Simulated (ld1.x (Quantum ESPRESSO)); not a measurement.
## Ranking TM potentials for phosphorus (P)

All share these settings but for the change named:

- Element: P (Z = 15)
- Generator: ld1.x (Quantum ESPRESSO) 7.5
- Type: norm-conserving Troullier–Martins (Kleinman–Bylander form)
- Functional: PBE
- Relativity: scalar-relativistic
- Frozen core: [Ne]
- Valence charge: 5
- Reference configuration: 3s2 3p2.5 (charge +0.5)
- Partial waves: 3s (bound): rc 1.55 bohr; 3p (bound): rc 1.20 bohr
- Local potential: all-electron potential smoothed inside 1.35 bohr (lloc = -1)
- Core correction: a·sin(br)/r model core inside 0.85 bohr

Cutoff: the first of the cutoffs (Ry, on a coarse ladder) from which the occupation-weighted sum of valence levels, in a spherical-Bessel basis at the reference potential, stays within 10 and 1 mRy of its value at 400 Ry; the density cutoff is not measured.

The base gives 70 Ry.

Of 8 variants that were run, those that failed, showed a ghost or another fault, or gave nearly equal values are left out.

Task: Rank these variants from softest to hardest (loose cutoff).
A. all radii but the core radius scaled by about 1.07 (s 1.66, p 1.28 bohr); local potential all-electron potential smoothed inside 1.44 bohr (lloc = -1)
B. all radii but the core radius scaled by about 1.21 (s 1.88, p 1.46 bohr); local potential all-electron potential smoothed inside 1.64 bohr (lloc = -1)
C. all radii but the core radius scaled by about 1.37 (s 2.14, p 1.64 bohr); local potential all-electron potential smoothed inside 1.86 bohr (lloc = -1)
D. all radii but the core radius scaled by about 1.29 (s 2.00, p 1.54 bohr); local potential all-electron potential smoothed inside 1.74 bohr (lloc = -1)
E. all radii but the core radius scaled by about 1.13 (s 1.76, p 1.36 bohr); local potential all-electron potential smoothed inside 1.54 bohr (lloc = -1)

Result: C (15 Ry), D (18 Ry), B (30 Ry), E (40 Ry), A (60 Ry).
